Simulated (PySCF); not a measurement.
Excitation energy of B⁺ by level of theory

B⁺ [He] 2s2 (1S) → B⁺ [He] 2p2 (3P), as a difference of total energies. Calculation: PySCF 2.14, in ANO-RCC-VTZP (4s3p2d1f, 30 functions); scalar relativity by spin-free X2C-1e. Correlated levels: valence: 1s2 frozen; valence and next inner shell: nothing frozen. The calculations carry no spin-orbit coupling.

| method | excitation energy (cm⁻¹) | error (cm⁻¹) |
| --- | --- | --- |
| UHF | 88514 | -10412 |
| LDA | 80714 | -18212 |
| PBE | 80937 | -17990 |
| PBE0 | 84207 | -14719 |
| r2SCAN | 81705 | -17221 |
| r2SCANh | 82864 | -16063 |
| wB97X | 85322 | -13605 |
| BHandHLYP | 88998 | -9928 |
| wB97X-V | 88205 | -10721 |
| MP2 (valence) | 94976 | -3950 |
| SCS-MP2 (valence) | 97491 | -1435 |
| MP2 (valence and next inner shell) | 94472 | -4454 |
| SCS-MP2 (valence and next inner shell) | 97158 | -1768 |

Reference: 98926 cm⁻¹ (measured; NIST levels, between the centres of gravity of the two terms).

Errors of the correlated levels include the incompleteness of this basis and the frozen core.

The basis was made for the ground configuration and has no added diffuse functions, so the excitation energy can come out too high.
